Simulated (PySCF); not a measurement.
First SCF of a structure search on quartet Ge₃⁺, at a hand-made obtuse triangle geometry. PySCF input:

```python
from pyscf import gto, scf, dft
mol = gto.M(atom='''
Ge     0.000000     0.000000     0.000000
Ge     1.887600     1.452000     0.000000
Ge    -1.887600     1.452000     0.000000''',
    basis={'Ge': 'def2-TZVP'},
    charge=1, spin=3)
mf = dft.UKS(mol, xc='PBE0')
mf.grids.atom_grid = (50, 194)
aux = {'Ge': 'def2-universal-JKFIT'}
mf = mf.density_fit(auxbasis=aux)
mf.conv_tol = 1e-08
mf.diis_space = 10
mf.max_cycle = 60
mf.init_guess = 'minao'
mf.verbose = 4
mf.kernel()
```

Excerpt of the output (cycles alone):

```
init E= -6228.39215681702
cycle= 1 E= -6229.78029656889  delta_E= -1.39  |g|= 0.72  |ddm|= 1.48
cycle= 2 E= -6229.77671432551  delta_E= 0.00358  |g|= 0.817  |ddm|= 0.833
cycle= 3 E= -6229.87014780541  delta_E= -0.0934  |g|= 0.0281  |ddm|= 0.388
cycle= 4 E= -6229.87038909984  delta_E= -0.000241  |g|= 0.0285  |ddm|= 0.0659
cycle= 5 E= -6229.87075294969  delta_E= -0.000364  |g|= 0.00518  |ddm|= 0.0308
cycle= 6 E= -6229.87081593841  delta_E= -6.3e-05  |g|= 0.00198  |ddm|= 0.0171
cycle= 7 E= -6229.87083546782  delta_E= -1.95e-05  |g|= 0.00124  |ddm|= 0.0111
cycle= 8 E= -6229.87084153343  delta_E= -6.07e-06  |g|= 0.00057  |ddm|= 0.00692
cycle= 9 E= -6229.87084266711  delta_E= -1.13e-06  |g|= 0.000191  |ddm|= 0.00323
cycle= 10 E= -6229.87084279416  delta_E= -1.27e-07  |g|= 5.05e-05  |ddm|= 0.00107
cycle= 11 E= -6229.87084280663  delta_E= -1.25e-08  |g|= 1.89e-05  |ddm|= 0.000342
cycle= 12 E= -6229.87084280751  delta_E= -8.77e-10  |g|= 9.65e-06  |ddm|= 8.03e-05
Extra cycle  E= -6229.87084280756  delta_E= -5.37e-11  |g|= 1.14e-05  |ddm|= 3.23e-05
converged SCF energy = -6229.87084280756  <S^2> = 3.7803665  2S+1 = 4.0151545
```

No lower solution of this spin was found from smeared starts or by a stability analysis within the unrestricted form.

The search for the lowest solution, 3 starts and the stability check together, took 29 s on 4 threads of a shared Arm Neoverse V1 host, with 144 basis functions; the process peaked at 0.52 GiB.
